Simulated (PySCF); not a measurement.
# Steps of a relaxation of LuO(OH)

LuO(OH) (singlet). PySCF 2.14.0, RKS PBE0, Lu def2-SVP with ECP28, O def2-SVP, H def2-SVP; non-relativistic Hamiltonian with scalar-relativistic core potentials where named; density fitting; no spin-orbit coupling. Origin of the start: template. Columns: position (Å) and force (eV/Å). Energies are counted from the last step; some of the 19 steps are shown. Forces carry noise of the integration grid, about 0.01 to 0.03 eV/Å.

Run from Python with OMP_NUM_THREADS=2. Where DIIS fails, smearing, a level shift and second-order steps follow.
It took 110 s on 2 threads of AMD EPYC 7R43 64-Core Processor (Zen 3), with other jobs on the host, from the converged density of the start.

```xyz
4
step 0  E = 0.520 eV
Lu    0.0374   -0.0004   -0.1258    -2.91   -0.03   -0.76
O     1.6483   -0.0004    0.5951     1.51    0.01    1.12
O    -1.8783   -0.0004    0.7315     0.81    0.08   -0.55
H    -2.8379    0.0902    0.7906     0.59   -0.07    0.19
```

```xyz
4
step 6  E = 0.147 eV
Lu   -0.0046   -0.0132   -0.3845    -0.53   -0.10   -0.02
O     1.3093    0.0205    0.8286     0.46    0.05    0.30
O    -1.7730   -0.0447    0.4870    -1.50    0.45    0.54
H    -2.5623    0.1263    1.0601     1.57   -0.39   -0.81
```

```xyz
4
step 12  E = 0.018 eV
Lu   -0.0307   -0.0469   -0.3740     0.16    0.00   -0.02
O     1.2628    0.0327    0.8843    -0.21    0.00   -0.04
O    -1.8850    0.0231    0.3219    -0.39    0.03    0.68
H    -2.3776    0.0799    1.1590     0.43   -0.03   -0.62
```

Task: Where does the relaxation end?

Result: It converges at step 18 in Cs:
```xyz
4
step 18  E = 0
Lu   -0.0416   -0.0476   -0.4146
O     1.1508    0.0357    0.9294
O    -1.8930    0.0180    0.2934
H    -2.2467    0.0828    1.1831
```

Task: How did the contacts change?

Result: 
```csv
contact,start (Å),end (Å)
Lu1–O2 (O),1.765,1.799
Lu1–O3 (OH),2.099,1.983
```
